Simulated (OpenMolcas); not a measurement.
Ta4+ with 6 ligands (chloride) in octahedral coordination (Oh). A charge of +0.333 e stands 2.4 Å behind each ligand. Ligand basis ANO-RCC-VDZP.

* Program: OpenMolcas
* Method: SS-CASPT2, IPEA 0.25 Eh, imaginary shift 0.1 Eh (the lowest 29 gerade and 27 ungerade orbitals frozen, chosen by energy and not by shell, so the metal 5p can be frozen and 4f correlated)
* Basis: ANO-RCC-VTZP [8s7p5d3f2g1h]
* Scalar Hamiltonian: DKH2, point nucleus
* Active space: 1 electron in 5 orbitals (5d)
* State averaging: 2S+1 = 2 even, 5 roots
* Spin-orbit coupling: state interaction with AMFI integrals over the reference wave functions

All ligands move together. At R = 2.41 Å |10Dq| is 25270 cm-1, and at R = 2.44 Å it is 24090 cm-1.

Q: A third run gives 19544 cm-1. What distance was it run at?

A: With a power law R^-n the two known points give n = -ln(24090 / 25270) / ln(2.44 / 2.41) = 3.87. Then R = 2.41 × (25270 / 19544)^(1/3.87) = 2.575 Å. The run was at 2.58 Å, so the estimate is off by -0.005 Å.

Roots that are degenerate in the reference are averaged as groups; the widest CASPT2 spread within a group is 180 cm-1 (the 3-fold group of multiplicity 2 near 0 cm-1 above the lowest state of its run, R = 2.41). Shifts and gaps below about the spread of the groups concerned are not significant. Over all roots computed the reference weight is 0.66 in R = 2.41, 0.66 in R = 2.44, 0.66 in R = 2.58; a low but even weight reflects the number of correlated electrons. An orbital triplet at a regular site is open to Jahn-Teller coupling, which can distort the site and quench the lowest spin-orbit gaps and is left out. Ligand-to-metal charge-transfer states are missing. With one d shell and no ligand orbital active, 10Dq can be off by a tenth or more. The least metal-like active orbital is 70 % on the metal (Löwdin) and no ligand orbital is active, so the numbers are rough (holds for R = 2.41). The least metal-like active orbital is 72 % on the metal (Löwdin) and no ligand orbital is active, so the numbers are rough (holds for R = 2.44). The least metal-like active orbital is 76 % on the metal (Löwdin) and no ligand orbital is active, so the numbers are rough (holds for R = 2.58). No measured value stands beside these numbers; the geometry was imposed, not optimised, and the real ion may take another.
